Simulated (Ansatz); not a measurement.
Molecule: PbH3, net charge 0, doublet state. 
Coordinates optimised at B3LYP-D3(BJ)/def2-TZVP (Ansatz, a first-principles code):
```
Pb
H 1 1.7959
H 1 1.7959 2 108.31
H 1 1.7959 2 108.31 3 -117.26
```
Charge 0, spin multiplicity 2.

Parts of the frozen-core correlation energy in def2-SVP (Ansatz, hartree). Frozen orbitals: 9; correlated occupied orbitals by spin: 4 and 3; virtual: 28 and 29. UHF or UKS for open shells. No spin-orbit coupling. Past Kr the def2 sets carry scalar-relativistic core potentials.

```
term                            value
-------------------------  ----------
reference (HF)             -193.48496
MP2 opposite-spin                   …
MP2 same-spin                       …
CCSD correlation                    …
(T)                          -0.00210
CCSDT minus CCSD(T)          -0.00066
CCSDT(Q) minus CCSD(T)       -0.00071
T1 diagnostic                   0.014
largest doubles amplitude       0.048
<S^2> of the reference          0.756
```

Question: What belongs in the gaps?

Answer: 
- MP2 opposite-spin, value: -0.07160
- MP2 same-spin, value: -0.00837
- CCSD correlation, value: -0.10450
